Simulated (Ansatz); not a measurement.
Calculated with Ansatz (gas phase, PBE0-D4/def2-TZVP geometries, no zero-point term in ΔE). CCSD(T)/CBS adds triple-zeta CCSD(T) − MP2 to the extrapolated MP2 energy (def2 sets, frozen cores). DFT in def2-TZVPP. B3LYP here is the variant with VWN-RPA as its local correlation; programs differ in this. Each species was taken in one conformer, which may not be the lowest.

`O[SiH2]O[SiH](Cl)Cl` + `O[SiH2][AlH2]` → `[SiH3]O[SiH](Cl)Cl` + `O[SiH](O)[AlH2]`  (redistribution)

```tsv
level	ΔE (kcal/mol)	difference from CCSD(T)/CBS
PBE-D4	2.7	-1.0
B3LYP-D4	3.4	-0.3
ωB97X-V	3.7	0.0
B2PLYP	3.3	-0.4
PBE	2.6	-1.1
HF/def2-TZVPP	4.5	0.8
MP2/def2-TZVPP	3.7	0.0
CCSD/def2-TZVPP	4.0	0.3
CCSD(T)/def2-TZVPP	3.8	0.1
MP2/def2-QZVPP	3.6	-0.1
CCSD(T)/CBS	3.7	0
```

Largest T1 diagnostic among the species: 0.013.

From PBE to PBE0 (25 % exact exchange), in def2-TZVPP and without D4, ΔE moves by +0.9 kcal/mol.
